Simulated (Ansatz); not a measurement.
Worked example: a bond strength in Si2H4F2 (SMILES F[SiH2][SiH2]F)

The species is Si2H4F2 (8 atoms), meant as a singlet with charge 0. SMILES: `F[SiH2][SiH2]F`. Geometry: optimised at PBE0/def2-SVP. This is one conformer, not always the lowest.

| atom | x (Å) | y (Å) | z (Å) |
| --- | --- | --- | --- |
| F | -1.9584 | 1.1835 | -0.2492 |
| Si | -0.3503 | 1.1290 | 0.0146 |
| Si | 0.3602 | -1.1075 | 0.0515 |
| F | 0.3009 | -1.7209 | -1.4581 |
| H | 0.3324 | 1.9039 | -1.0615 |
| H | -0.0715 | 1.7620 | 1.3387 |
| H | 1.7745 | -1.1729 | 0.5280 |
| H | -0.5026 | -1.9428 | 0.9360 |

Wanted: the dissociation energy of the Si3–Si2 bond into doublet SiH2F and doublet SiH2F (shapes relaxed at PBE0/def2-SVP, no zero-point term). 1 Eh = 2625.50 kJ/mol = 27.2114 eV. Totals in Eh; open shells run unrestricted unless said.

| level | program | Si2H4F2 | doublet SiH2F | doublet SiH2F  |
| --- | --- | --- | --- | --- |
| SVWN5/def2-SVP | Ansatz | -777.208862 | -388.536147 | -388.536148 |
| wB97M-V/def2-SVP | Ansatz | -780.720130 | -390.295266 | -390.295266 |
| CCSD(T)/def2-SVP, 12 core orbitals frozen | Ansatz | -779.439803 | -389.660304 | -389.660303 |

Work out the dissociation energy at each level.


1. SVWN5/def2-SVP: (-388.536147) + (-388.536148) − (-777.208862) = 0.136567 Eh = 358.6 kJ/mol = 3.72 eV.
2. wB97M-V/def2-SVP: (-390.295266) + (-390.295266) − (-780.720130) = 0.129598 Eh = 340.3 kJ/mol = 3.53 eV.
3. CCSD(T)/def2-SVP: (-389.660304) + (-389.660303) − (-779.439803) = 0.119196 Eh = 312.9 kJ/mol = 3.24 eV.

The levels span 313 to 359 kJ/mol; no measured value is set beside them. A bond enthalpy at 298 K also holds the loss of zero-point energy and thermal terms.
